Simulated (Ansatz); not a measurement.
Basis sets compared for SnEt2Ph2 (C16H20Sn). Total charge 0; singlet. Geometry PBE-D4/def2-SVP. Ansatz on 2 threads of AMD EPYC 7R13 on a shared host and a share (18 GiB) of an NVIDIA H100 80GB HBM3; times are rough, and most runs start from earlier orbitals.

```xyz
37

Sn   -0.422   -0.410   -0.277
C    -0.025   -1.530   -2.115
C     0.139   -3.031   -1.861
H     0.886   -1.090   -2.572
H    -0.862   -1.328   -2.815
H     0.356   -3.589   -2.797
H     0.970   -3.240   -1.155
H    -0.777   -3.481   -1.424
C    -2.423   -0.906    0.459
C    -3.526   -0.409   -0.479
H    -2.518   -0.463    1.472
H    -2.468   -2.008    0.587
H    -4.540   -0.652   -0.094
H    -3.484    0.691   -0.619
H    -3.450   -0.866   -1.489
C    -0.276    1.714   -0.675
C    -0.624    2.235   -1.940
C    -0.547    3.614   -2.197
C    -0.118    4.493   -1.190
C     0.233    3.989    0.072
C     0.156    2.609    0.326
H    -0.957    1.561   -2.746
H    -0.822    4.004   -3.189
H    -0.056    5.574   -1.390
H     0.571    4.675    0.865
H     0.442    2.230    1.320
C     1.056   -0.909    1.226
C     2.344   -0.334    1.188
C     3.314   -0.674    2.146
C     3.007   -1.595    3.160
C     1.730   -2.174    3.213
C     0.763   -1.832    2.253
H     2.602    0.397    0.404
H     4.314   -0.216    2.101
H     3.766   -1.861    3.912
H     1.483   -2.895    4.008
H    -0.237   -2.294    2.315
```

In the def2 sets Sn takes a core potential; there is no spin–orbit coupling. Single mean-field runs in def2-TZVP are fitted with def2-universal-jkfit.

Binding counts from free atoms (Sn triplet, C triplet, H doublet) in the same basis, without a counterpoise term.

```json
{"level": "PBE-D4/def2-SVP", "functions": "350", "energy (Eh)": "-834.7857", "HOMO (eV)": "-5.74", "LUMO (eV)": "-1.24", "binding per atom (eV)": "4.82", "wall time": "8.5 s"}
{"level": "PBE0-D4/def2-SVP", "functions": "350", "energy (Eh)": "-834.8770", "HOMO (eV)": "-6.80", "LUMO (eV)": "-0.40", "binding per atom (eV)": "4.74", "wall time": "11 s"}
```

(1) Estimate the rows for PBE-D4/def2-TZVP (with forces), PBE0-D4/def2-TZVP (with forces).

Answers

(1) 
| level | functions | energy (Eh) | HOMO (eV) | LUMO (eV) | binding per atom (eV) | wall time |
| --- | --- | --- | --- | --- | --- | --- |
| PBE-D4/def2-TZVP (with forces) | 666 | -835.4543 | -5.80 | -1.37 | 4.76 | 11 s |
| PBE0-D4/def2-TZVP (with forces) | 666 | -835.5333 | -6.82 | -0.51 | 4.68 | 10 s |
